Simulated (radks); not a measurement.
Values are calculated unless marked as measured or tabulated.
The hafnium ion Hf+ inside a hard spherical wall (all orbitals vanish at R), configuration held at [Xe] 4f14 5d1 6s2 and not refilled when levels cross. Code: a radial shooting solver on a logarithmic mesh with Libxc functionals. Model: scalar-relativistic Kohn-Sham, LDA (Slater exchange, VWN5 correlation), spin-polarised, spherical densities, point nucleus; open shells are filled with parallel spins first (spin-orbit coupling, left out, can overturn this in heavy ions). Eigenvalues in eV for spin up, with the zero of energy where the potential of the charges vanishes at infinity; a dash marks a level that is unbound or too diffuse for the functional's potential to be trusted. A positive occupied level is held by the wall or, in an anion where self-interaction has pushed it up, behind a barrier. The pressure on the wall is -dE/dV.

| R (bohr) | E (hartree) | kinetic (hartree) | e(5p) | e(4f) | e(6s) | e(5d) | e(6p, empty) | e(7s, empty) | pressure (GPa) |
|---|---|---|---|---|---|---|---|---|---|
| free | -15068.9887 | 16509.071 | -45.160 | -26.461 | -12.281 | -11.216 | -7.151 | -3.274 | 0 |
| 10 | -15068.9887 | 16509.072 | -45.155 | -26.456 | -12.277 | -11.211 | -7.131 | -2.551 | 0.00241 |
| 8 | -15068.9872 | 16509.089 | -45.084 | -26.383 | -12.216 | -11.149 | -6.951 | -0.714 | 0.0855 |
| 7 | -15068.9819 | 16509.138 | -44.904 | -26.195 | -12.045 | -10.988 | -6.560 | 1.670 | 0.484 |
| 6 | -15068.9596 | 16509.298 | -44.396 | -25.661 | -11.491 | -10.524 | -5.477 | 6.566 | 2.67 |
| 5 | -15068.8718 | 16509.791 | -43.160 | -24.331 | -9.764 | -9.301 | -2.510 | 17.195 | 15.1 |
| 4 | -15068.5196 | 16511.381 | -40.388 | -21.229 | -4.164 | -6.080 | 6.093 | 42.533 | 97.7 |
| 3 | -15066.8171 | 16518.296 | -32.933 | -12.547 | 17.537 | 4.279 | 35.506 | 114.42 | 954 |
| 2.5 | -15063.6180 | 16530.673 | -22.603 | -1.122 | 51.019 | 19.042 | 76.671 | 203.66 | 3910 |
